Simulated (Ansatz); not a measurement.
Z-matrix (Å, degrees):
```
N
Ga 1 1.790
H 1 1.006 2 121.0
H 1 1.006 2 121.0 3 -152.9
F 2 1.739 1 122.4 3 -15.2
F 2 1.739 1 122.4 3 168.4
```

Charge 0, multiplicity 1.

Task: List the r2SCAN/def2-TZVPP orbital energies in eV (Ansatz). (An estimate is asked.)

Result: Computed: Occupied: -10122.97, -1245.05, -1101.52, -1101.38, -1101.36, -665.37, -665.37, -385.71, -148.91, -101.90, -101.60, -101.54, -30.06, -29.92, -23.02, -21.40, -21.36, -21.34, -21.09, -20.85, -13.05, -12.60, -10.78, -10.50, -9.96, -9.50, -9.34, -9.34, -7.18. Lowest empty: -1.75, -0.45, 1.24, 1.70, 2.74, 3.67, 5.32, 6.06.
